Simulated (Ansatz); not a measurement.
A search over several starts for the lowest SCF solution of the cluster GeTe2 at the given spin, in a small basis.

```yaml
crystal:
  periodic: [false, false, false]
  atoms:
    - {symbol: Ge, position_ang: [-0.378136, 0.069020, -0.562602]}
    - {symbol: Te, position_ang: [-0.328084, 2.057797, 0.885576]}
    - {symbol: Te, position_ang: [0.706220, -2.126817, -0.322974]}
basis:
  gaussian: {orbitals: def2-SVP}
hamiltonian: {xc: pbe0, dispersion: d4}
output: {orbitals: {seedname: orbitals}}
```

```sh
$ ansatz run in.yaml --threads 4 --pin off --events-out ev --progress --plain --max-ram 3916MiB
```

Output, abridged:

```
Functional definition: PBE0
980 factors; integrals over basis functions are off by at most 2.7e-4 eV
mean field evaluation 1: about -71090.7668 eV, gradient 1.9e1 eV
mean field evaluation 2: about -71086.2013 eV, gradient 4.2e1 eV
mean field evaluation 4: about -71091.7709 eV, gradient 1.4e0 eV
mean field evaluation 8: about -71091.7892 eV, gradient 1.3e-2 eV
mean field evaluation 16: about -71091.7892 eV, gradient 9.6e-6 eV
mean field -71091.78919973 eV, -2612.5750653447 hartree, gradient 9.5e-6 eV, S^2 0.000000; 0 other end points of the search recorded, 0 dependent functions left out
reference -71091.78922010 eV, -2612.5750660931 hartree; 40, 40 occupied and 44, 44 virtual orbitals, 980 factors
Total energy: -71091.91174259 eV, -2612.5795687116 hartree
```

It took 1.8 s on 4 threads of Arm Neoverse N1 on a shared host.

In the def2 sets Te takes a core potential; there is no spin–orbit coupling. A triplet lies near this restricted singlet, and broken spin symmetry wasn't tried. The structure comes from a short search, and lower isomers may exist.
